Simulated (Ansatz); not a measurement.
A trace of molecular dynamics of C₃H₅Li (9 atoms, charge 0, multiplicity 1).

Theory: RKS PBE/def2-SVP (Ansatz).

```json
{"ensemble": "NVE (velocity Verlet)", "starting velocities drawn for": "300 K", "seed": "7293"}
```

```tsv
time (fs)	T (K)	potential energy less start (eV)	conserved less start (meV/atom)
0.0	300	0.000	0.00
4.0	153	0.134	0.14
8.0	43	0.234	0.21
12.0	224	0.070	0.12
16.0	935	-0.573	0.13
20.0	1767	-1.326	0.20
24.0	1541	-1.122	0.18
28.0	2060	-1.593	-0.11
32.0	2049	-1.579	0.40
36.0	1391	-0.985	0.24
40.0	1331	-0.934	-0.16
44.0	1275	-0.884	-0.18
48.0	934	-0.571	0.20
52.0	1471	-1.063	-0.37
56.0	1634	-1.213	-0.61
60.0	1362	-0.960	0.18
64.0	1947	-1.496	-0.62
68.0	1778	-1.344	-0.73
72.0	1093	-0.716	0.24
76.0	1851	-1.407	-0.34
80.0	1877	-1.430	-0.34
84.0	1181	-0.795	0.24
88.0	1586	-1.166	-0.31
92.0	1544	-1.128	-0.31
96.0	1482	-1.068	0.16
100.0	2283	-1.799	-0.54
```

**Question.** Is this trajectory sound?

**Answer.** The conserved energy stayed within 0.94 meV per atom of its start (net change -0.54 meV per atom), so the integration is sound. The system heated up, since it started high on the potential surface and ran downhill. A run of 0.1 ps of so small a system gives no equilibrium averages. The orbitals stay closed-shell, which can raise the energy where a bond breaks towards radicals; this wasn't checked here. The time step was 0.5 fs.

Run time: 7.6 min on 1 thread of Arm Neoverse V1 (shared host), peak memory 0.11 GiB.
